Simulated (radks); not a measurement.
The numbers below are computed, except where a source is named.
Species: the gadolinium ion Gd32+. Configuration: [Ar] 3d10 4s2 4p2 (the NIST ground configuration). Level of theory: non-relativistic Kohn-Sham, TPSS, spin-polarised, spherical densities, point nucleus; open shells are filled with parallel spins first (spin-orbit coupling, left out, can overturn this in heavy ions); meta-GGA in the generalised Kohn-Sham scheme; relativity is left out, which matters for an element this heavy (a radial shooting solver on a logarithmic mesh with Libxc functionals).

Normalised radial functions P(r) = r R(r), r in bohr:

r           4s up  4s down
0.001624   0.1279   0.1280
0.002064   0.1579   0.1580
0.002624   0.1934   0.1935
0.003362   0.2358   0.2358
0.004274   0.2814   0.2815
0.005434   0.3297   0.3298
0.006963   0.3779   0.3781
0.008852   0.4162   0.4163
0.01125    0.4356   0.4357
0.01431    0.4221   0.4223
0.01833    0.3559   0.3560
0.0233     0.2249   0.2250
0.02963    0.0214   0.0214
0.03796   -0.2494  -0.2496
0.04826   -0.5177  -0.5179
0.06135   -0.6968  -0.6971
0.07799   -0.6666  -0.6666
0.09995   -0.3243  -0.3239
0.1271     0.2623   0.2632
0.1615     0.8484   0.8492
0.207      1.0321   1.0316
0.2631     0.5143   0.5110
0.3345    -0.5259  -0.5314
0.4252    -1.4621  -1.4631
0.5449    -1.6631  -1.6599
0.6927    -1.1270  -1.1268
0.8806    -0.4662  -0.4708
1.128     -0.1041  -0.1063
1.435     -0.0122  -0.0127

4s up: eigenvalue -1319.5 eV, 3 radial nodes at r = 0.0303, 0.115, 0.299 bohr, <r> = 0.515 bohr, 90 % of the charge inside 0.725 bohr. 4s down: eigenvalue -1309.1 eV, 3 radial nodes at r = 0.0303, 0.115, 0.298 bohr, <r> = 0.516 bohr, 90 % of the charge inside 0.726 bohr.
